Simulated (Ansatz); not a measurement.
Ansatz (an electronic-structure program) input (PBE/def2-TZVP):

Ansatz 0.2 input:
```yaml
crystal:
  periodic: [false, false, false]
  atoms:
    - {symbol: Lu, position_ang: [-0.00000000, -0.00000000, -0.21590825]}
    - {symbol: F, position_ang: [0.00000000, 0.00000000, 1.70327618]}
basis:
  gaussian:
    orbitals: def2-TZVP
hamiltonian:
  xc: {name: PBE}
relax: {f_tol: 0.003, max_steps: 100}
```

Output:

```
Functional definition: PBE
integrals: 0.06 GiB planned
910 factors; their error is unknown
mean field: 0.38 GiB planned
mean field evaluation 1: about -36362.0083 eV, gradient 5.9e1 eV
mean field evaluation 2: about -36215.4978 eV, gradient 3.2e2 eV
mean field evaluation 4: about -36364.5553 eV, gradient 3.3e1 eV
mean field evaluation 8: about -36365.9196 eV, gradient 1.2e-1 eV
mean field evaluation 16: about -36365.9179 eV, gradient 7.0e-5 eV
mean field -36365.91790719 eV, -1336.4228333848 hartree, gradient 2.9e-5 eV, S^2 0.000000; 0 other end points of the search recorded, 0 dependent functions left out
the calculation of the forces begins
reference -36365.91794374 eV, -1336.4228347281 hartree; 26, 26 occupied and 101, 101 virtual orbitals, 910 factors
relax step   1: F+E_penalty+E_count = -36365.91790719 eV  Δ(F+E_penalty+E_count) = +0.000e0 eV  max|allowed force component| = 1.427e-1 eV/Å  Δτ_max = 0.0000 Å  (28 SCF iters, accepted)
these checks for a lower state are left out or cut short: starts, cluster_reference, orbital_swaps, neighbouring_geometries, increment
integrals: 0.06 GiB planned
910 factors; their error is unknown
mean field: 0.38 GiB planned
mean field -36365.91834103 eV, -1336.4228493282 hartree, gradient 1.4e-5 eV, S^2 0.000000; 0 other end points of the search recorded, 0 dependent functions left out
the calculation of the forces begins
reference -36365.91837753 eV, -1336.4228506696 hartree; 26, 26 occupied and 101, 101 virtual orbitals, 910 factors
relax step   2: F+E_penalty+E_count = -36365.91834103 eV  Δ(F+E_penalty+E_count) = -4.338e-4 eV  max|allowed force component| = 2.726e-2 eV/Å  Δτ_max = 0.0025 Å  (32 SCF iters, accepted)
these checks for a lower state are left out or cut short: starts, cluster_reference, orbital_swaps, neighbouring_geometries, increment
integrals: 0.06 GiB planned
910 factors; their error is unknown
mean field: 0.38 GiB planned
mean field evaluation 32: about -36365.9184 eV, gradient 1.4e-5 eV
mean field -36365.91835717 eV, -1336.4228499212 hartree, gradient 1.4e-5 eV, S^2 0.000000; 0 other end points of the search recorded, 0 dependent functions left out
the calculation of the forces begins
reference -36365.91839366 eV, -1336.4228512621 hartree; 26, 26 occupied and 101, 101 virtual orbitals, 910 factors
relax step   3: F+E_penalty+E_count = -36365.91835717 eV  Δ(F+E_penalty+E_count) = -1.614e-5 eV  max|allowed force component| = 1.699e-4 eV/Å  Δτ_max = 0.0006 Å  (32 SCF iters, accepted)
integrals: 0.06 GiB planned
910 factors; their error is unknown
mean field: 0.38 GiB planned
mean field -36365.91835717 eV, -1336.4228499212 hartree, gradient 1.4e-5 eV, S^2 0.000000; 1 other end points of the search recorded, 0 dependent functions left out
the calculation of the forces begins
reference -36365.91839366 eV, -1336.4228512621 hartree; 26, 26 occupied and 101, 101 virtual orbitals, 910 factors
Total energy: -36365.91839366 eV, -1336.4228512621 hartree
Atom 0 at    -0.000000    -0.000000    -0.212768 Å, force     0.000000    -0.000000    -0.000170 eV/Å
Atom 1 at     0.000000     0.000000     1.700136 Å, force    -0.000000     0.000000     0.000170 eV/Å
Dipole moment:    -0.000000    -0.000000    -0.430045 e Å
```
